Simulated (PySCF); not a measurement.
# Working out the ionisation energy of Au

Au [Xe] 4f14 5d10 6s1 (2S) → Au⁺ [Xe] 4f14 5d10 (1S). Calculation: PySCF 2.14, in def2-SVP with the def2 core potential (60 electrons); a scalar-relativistic core potential. Frozen: 5s2 5p6. Energies in hartree (1 hartree = 27.21139 eV):

```csv
part,Au (lower),Au⁺ (upper)
UHF,-134.785163,-134.502438
CCSD correlation,-0.239865,-0.201901
(T),-0.003837,-0.002994
```

Q: What does Hartree-Fock give?

A: (-134.502438) − (-134.785163) = 0.282725 hartree = 7.693 eV.

Q: What do CCSD and CCSD(T) give?

A: The CCSD correlation energies differ by 0.037964 hartree = 1.033 eV and the triples by 0.000843 hartree = 0.023 eV, so CCSD gives 8.726 eV and CCSD(T) 8.749 eV.

Measured between the centres of the two terms (NIST): 9.226 eV, so CCSD(T) (valence) is off by -0.477 eV.

A double-zeta basis recovers only part of the correlation energy.

What remains against the reference includes basis incompleteness, the frozen core and higher excitations.
